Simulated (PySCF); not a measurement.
Stepwise substitution at one centre (Si Br-OH). Gas-phase values, no solvent. One relaxed conformer stands for each flexible species; it need not be the lowest. Strings in code marks are SMILES.

The HOMO from two functionals at the same geometries (PBE0-D4/def2-TZVP), both in PySCF: PBE-D3(BJ)/def2-TZVP and PBE0-D4/def2-TZVP. 

```tsv
species	PBE0-D4/def2-TZVP (eV)
0 of 4 Br replaced by OH	-8.69
1 of 4 Br replaced by OH (`O[Si](Br)(Br)Br` (H–O–Si–Br torsion 180°))	-8.52
2 of 4 Br replaced by OH	-8.43
4 of 4 Br replaced by OH (`O[Si](O)(O)O`)	-9.11
```

**Question.** What does PBE-D3(BJ)/def2-TZVP give for each?

**Answer.** 
- 0 of 4 Br replaced by OH: -7.40
- 1 of 4 Br replaced by OH (`O[Si](Br)(Br)Br` (H–O–Si–Br torsion 180°)): -7.23
- 2 of 4 Br replaced by OH: -7.12
- 4 of 4 Br replaced by OH (`O[Si](O)(O)O`): -7.33
Over these rows, drawn at random from the members with no instability flagged (it was tested for open shells, ions and some series alone), PBE minus PBE0-D4: mean +1.42 eV, from +1.29 eV to +1.78 eV.
